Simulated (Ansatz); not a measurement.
`C=C[CH2][Al]([Cl])[Cl]` + CH₄ → `C[CH2][Al]([Cl])[Cl]` + `C=C`  (formal exchange of groups at a C–C bond)

Gas-phase electronic energies from Ansatz, PBE0-D4/def2-TZVP geometries. CBS: MP2 limit from def2 TZ/QZ plus the TZ coupled-cluster correction, frozen cores. This one scheme is used for every species. Functionals use def2-TZVPP. B3LYP here is the variant with VWN-RPA as its local correlation; programs differ in this. Each species was taken in one conformer, which may not be the lowest.

| level | ΔE (kJ/mol) | difference from CCSD(T)/CBS |
| --- | --- | --- |
| PBE-D4 | 36.8 | 8.8 |
| BLYP-D4 | 27.1 | -0.9 |
| B3LYP-D4 | 27.6 | -0.4 |
| ωB97M-V | 31.0 | 3.0 |
| B2PLYP | 25.1 | -2.9 |
| PBE-QIDH | 35.4 | 7.4 |
| BLYP | 17.2 | -10.8 |
| PBE0 | 32.1 | 4.1 |
| r2SCANh | 38.9 | 10.9 |
| CAM-B3LYP | 21.0 | -7.0 |
| LC-ωPBE | 29.9 | 1.9 |
| RPA@PBE/def2-TZVPP | 25.3 | -2.7 |
| HF/def2-TZVPP | 10.6 | -17.4 |
| MP2/def2-TZVPP | 36.5 | 8.5 |
| MP2/def2-QZVPP | 36.2 | 8.2 |
| MP2/CBS(def2) | 36.3 | 8.3 |
| CCSD(T)/CBS | 28.0 | 0 |

Largest T1 diagnostic among the species: 0.011.

At CCSD(T), def2-SVP lies −3.9 kJ/mol from the extrapolated value and def2-TZVPP +0.2 kJ/mol. Leaving LDA and LC-ωPBE aside and taking each functional with its dispersion term where it has one, the values, not all of them listed here, spread over 16.0 kJ/mol, from B2PLYP to r2SCAN-D4. LDA lies +13.6 kJ/mol from PBE without D4.
